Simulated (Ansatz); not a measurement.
`[SH][Al]1[SiH2]C[SiH2]1` → Al• + C• + 7 H• + S• + 2 Si•  (atomization)

Calculated with Ansatz (gas phase, PBE0-D4/def2-TZVP geometries, no zero-point term in ΔE). CCSD(T)/CBS is the MP2 limit (def2-TZVPP, def2-QZVPP) plus CCSD(T) − MP2 in def2-TZVPP, frozen cores. This one scheme is used for every species, atoms too. DFT in def2-TZVPP. No spin–orbit coupling; open shells (•) take unrestricted orbitals. Spin–orbit coupling would lower the free atoms: a little for Al, C, S, Si. One conformer a species, not always the lowest.

(1) What is ΔE at CCSD(T)/CBS? (Best estimate.)

(2) What do these levels give: PBE-D4, PBE0-D4, HF/def2-TZVPP, CCSD/def2-TZVPP, HF/def2-QZVPP, MP2/def2-QZVPP? (An estimate is asked.)

Largest T1 diagnostic among the species: 0.018.

Results:

(1) The calculation gave: +3796.2 kJ/mol.

(2) The calculation gave: PBE-D4 3807.8, PBE0-D4 3787.2, HF/def2-TZVPP 2819.2, CCSD/def2-TZVPP 3638.7, HF/def2-QZVPP 2823.2, MP2/def2-QZVPP 3762.8 kJ/mol.

From PBE to PBE0 (25 % exact exchange), in def2-TZVPP and without D4, ΔE moves by −16.1 kJ/mol: exact exchange takes away binding that semilocal exchange gives to molecules. In def2-TZVPP, CCSD(T) changes the Hartree–Fock value by +873.1 kJ/mol (the triples alone add +53.7 kJ/mol) and MP2 by +882.6 kJ/mol; breaking electron pairs costs correlation energy, which Hartree–Fock lacks. The D4 term adds +53.2 kJ/mol with B3LYP and +28.2 kJ/mol with PBE0; it sums over pairs of atoms, weighted by their polarisabilities, and B3LYP, whose exchange is more repulsive, gets the larger term.

B3LYP here is the variant with VWN-RPA as its local correlation; programs differ in this.

For atomizations the MP2-based limit and the directly extrapolated one differ by several kJ/mol either way, and by 10 to 25 for some Ge, Se and Sn compounds, so smaller differences from it don't rank the levels.
